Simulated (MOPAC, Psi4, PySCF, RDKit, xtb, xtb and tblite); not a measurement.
Two geometries of C5H6SSe, SMILES [SeH]Cc1cccs1, relaxed at GFN2-xTB with one dihedral held; other torsions can differ between them too.

Structure A

```
13

Se    -2.7569     0.9342    -0.7574
C     -1.7201    -0.2707     0.4680
C     -0.2721    -0.2109     0.2178
C      0.6489     0.6256     0.7742
C      1.9550     0.4189     0.2802
C      2.0114    -0.5654    -0.6513
S      0.4706    -1.2658    -0.9462
H     -2.3062     0.2826    -1.9665
H     -1.9686     0.0942     1.4655
H     -2.1262    -1.2714     0.3229
H      0.3992     1.3630     1.5163
H      2.8119     0.9806     0.6060
H      2.8634    -0.9305    -1.1894
```

Structure B

```
13

Se    -2.7922     0.9595    -0.7377
C     -1.7015    -0.2571     0.4467
C     -1.9126     0.0646     1.8670
C     -2.8887    -0.3986     2.6989
C     -2.8009     0.1319     4.0037
C     -1.7643     0.9956     4.1468
S     -0.8712     1.1825     2.6919
H     -2.3226     0.3451    -1.9624
H     -2.0350    -1.2692     0.2164
H     -0.6643    -0.1119     0.1472
H     -3.6425    -1.0996     2.3865
H     -3.4810    -0.1201     4.7974
H     -1.4645     1.5414     5.0192
```

Task: Which is lower in energy at the level DF-MP2 (frozen core)/cc-pVTZ // GFN2-xTB (Psi4), and by how much?

Result: A is lower, by 0.51 kcal/mol (dihedral H8–Se1–C2–C3: 60° in A, 180° in B).

E(B) − E(A) in kcal/mol at the other levels, on the same two geometries: GFN2-xTB (xtb and tblite) 1.31; B3LYP/def2-SVP // GFN2-xTB (Psi4) 0.14; B3LYP-D3(BJ)/def2-SVP // GFN2-xTB (Psi4) 0.39; PBE/def2-SVP // GFN2-xTB (Psi4) 0.29; PBE-D3(BJ)/def2-SVP // GFN2-xTB (Psi4) 0.44; HF/cc-pVTZ // GFN2-xTB (Psi4) 0.01; UFF // GFN2-xTB (RDKit) -0.30; PM7, restricted, heats of formation // GFN2-xTB (MOPAC) 1.52; PM3, restricted, heats of formation // GFN2-xTB (MOPAC) 0.67; GFN1-xTB // GFN2-xTB (xtb) 1.06; restricted B3LYP/6-31G*, spherical d, density fitting // GFN2-xTB (PySCF) -0.04; restricted MP2 (frozen core)/6-31G*, spherical d // GFN2-xTB (PySCF) 0.20; restricted LDA (SVWN5)/6-31G*, spherical d, density fitting // GFN2-xTB (PySCF) 0.52; restricted B3LYP/3-21G, density fitting // GFN2-xTB (PySCF) 0.57.
